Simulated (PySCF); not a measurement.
Compound: C7H15P.
Cartesian coordinates in Å at the PBE0-D3(BJ)/def2-SVP level; atoms count from 1:
```xyz
23
C7H15P angstrom
C      2.2719   -0.1801   -0.0408
C      1.1007   -0.7494    0.2454
P     -0.4845   -0.3596   -0.5968
C      0.2135   -0.8500   -2.3334
C     -0.8811    1.3657   -1.1565
C     -1.1944    0.1281    1.2000
C     -1.7515   -1.6886   -0.6280
C     -2.6927   -1.8185   -1.5635
H      3.1601   -0.3640    0.5720
H      2.3986    0.4972   -0.8913
H      1.0110   -1.4035    1.1202
H      1.0584   -0.2043   -2.6242
H     -0.5541   -0.7605   -3.1194
H      0.5686   -1.8925   -2.3153
H     -0.3079    2.0650   -0.5306
H     -1.9490    1.5526   -0.9744
H     -0.6464    1.5366   -2.2144
H     -0.6280    0.9770    1.6181
H     -1.1267   -0.7029    1.9212
H     -2.2553    0.4201    1.1272
H     -1.7809   -2.3203    0.2671
H     -3.4934   -2.5588   -1.4674
H     -2.7132   -1.1920   -2.4607
```

Level: PBE0/pcSseg-1 in PySCF, non-relativistic, on one gas-phase PBE0-D3(BJ)/def2-SVP geometry that isn't relaxed in the solvent. The solvent is an IEF-PCM continuum (Bondi radii, 1.10 Å for H, scaled by 1.2). Only the electrostatic response of the medium enters.

Gas phase at PBE0/pcSseg-1: HOMO -5.73 eV, LUMO -0.31 eV, dipole 0.25 D.

Task: What does the continuum do to the energy, the frontier levels and the dipole at PBE0/pcSseg-1 in benzene and dimethylsulfoxide?

Result: 
| solvent | ε | E(solvent) − E(gas) (kcal/mol) | polarisation term (kcal/mol) | distortion of the solute (kcal/mol) | HOMO (eV) | LUMO (eV) | dipole (D) |
| --- | --- | --- | --- | --- | --- | --- | --- |
| benzene | 2.271 | -1.47 | -1.53 | 0.06 | -5.69 | -0.26 | 0.32 |
| dimethylsulfoxide | 46.83 | -3.50 | -3.84 | 0.34 | -5.69 | -0.24 | 0.44 |

Polarisation term: ½ Σ q·V over the induced surface charges. Distortion: the rise of the solute's own energy as its density leaves the gas-phase optimum. From benzene to dimethylsulfoxide the lowering changes by a factor 2.38, Onsager's factor (ε − 1)/(2ε + 1) by 2.11 and ε itself by 20.6.

Task: Which Mulliken charges (PBE0/pcSseg-1) respond most in benzene (means over atoms taken as equivalent)?

Result: 
```json
{"atoms": "C4", "environment": "sp3 carbon bound to phosphorus", "gas (e)": "-0.487", "solvent (e)": "-0.499", "change": "-0.012"}
{"atoms": "C6", "environment": "sp3 carbon bound to phosphorus", "gas (e)": "-0.534", "solvent (e)": "-0.546", "change": "-0.012"}
{"atoms": "P3", "environment": "phosphorus bonded to 5 C", "gas (e)": "+0.400", "solvent (e)": "+0.412", "change": "+0.012"}
{"atoms": "C2/C7", "environment": "alkene CH carbon", "gas (e)": "-0.325", "solvent (e)": "-0.334", "change": "-0.009"}
{"atoms": "C1/C8", "environment": "terminal =CH2 carbon", "gas (e)": "-0.137", "solvent (e)": "-0.145", "change": "-0.008"}
{"atoms": "H10/H23", "environment": "vinylic hydrogen", "gas (e)": "+0.123", "solvent (e)": "+0.130", "change": "+0.007"}
```

Time: 40 s wall; peak memory 1.3 GiB. Hardware: an Intel Xeon 6975P-C with one thread, no GPU, on a shared host. This is the whole shielding run at PBE0/pcSseg-1 in dimethylsulfoxide, SCF included.
